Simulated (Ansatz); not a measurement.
A structure relaxed at PBE0-D4/def2-TZVP, charge 0, multiplicity 1:

| atom | x (Å) | y (Å) | z (Å) |
| --- | --- | --- | --- |
| Si1 | -0.8016 | 1.0572 | 0.2877 |
| Si2 | 0.2501 | -0.2760 | -1.3055 |
| Ge3 | 0.5445 | -0.7707 | 1.0044 |
| H4 | -2.2732 | 0.9534 | 0.4455 |
| H5 | -0.2934 | 2.4331 | 0.5113 |
| H6 | 1.3988 | 0.2847 | -2.0587 |
| H7 | -0.5786 | -1.1984 | -2.1203 |
| H8 | -0.1460 | -2.0090 | 1.5826 |
| H9 | 1.8995 | -0.4743 | 1.6531 |

Question: Give its formula and SMILES.

Answer: GeH6Si2, `[SiH2]1[SiH2][GeH2]1`.

Question: Point group (tolerance 0.08 Å, 0.16 Å for H)?

Answer: C2v.

Question: Summarise the bond lengths by kind.

Answer: 1 × Si–Si 2.328 Å; 2 × Ge–Si 2.381 Å; 4 × H–Si 1.484 Å; 2 × Ge–H 1.531 Å.

Computed with Ansatz.
